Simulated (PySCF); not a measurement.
AsN: from constants to spectrum

RHF-CCSD(T) constants of AsN, ¹Σ⁺ (singlet), closed shell (PySCF, no relativity, basis sets As def2-TZVPPD, N def2-TZVPPD; masses 74.9216 and 14.0031 u):

* ωe: 1064.4 cm⁻¹
* ωexe: 5.04 cm⁻¹
* Be: 0.5375 cm⁻¹
* αe: 0.00344 cm⁻¹
* D (centrifugal): 5.48e-07 cm⁻¹
* De to As + N: 4.67 eV

Estimate the standard entropy (1 bar) and heat capacity of the ideal gas at 1500 K, rigid rotor with B0 and harmonic oscillator at the fundamental.

Translation (Sackur–Tetrode, M = 88.92 u): 198.4 J/(mol K). Rotation: q = kT/(σB0) = 1950 with σ = 1, 71.3. Vibration: x = hcν0/kT = 1.01, 8.57. S° = 278.3 J/(mol K); Cp = 7R/2 + 7.64 = 36.7 J/(mol K).

Correlated steps freeze 10 core orbitals. Where the molecule has an RHF reference, its open-shell atoms are computed with UHF.
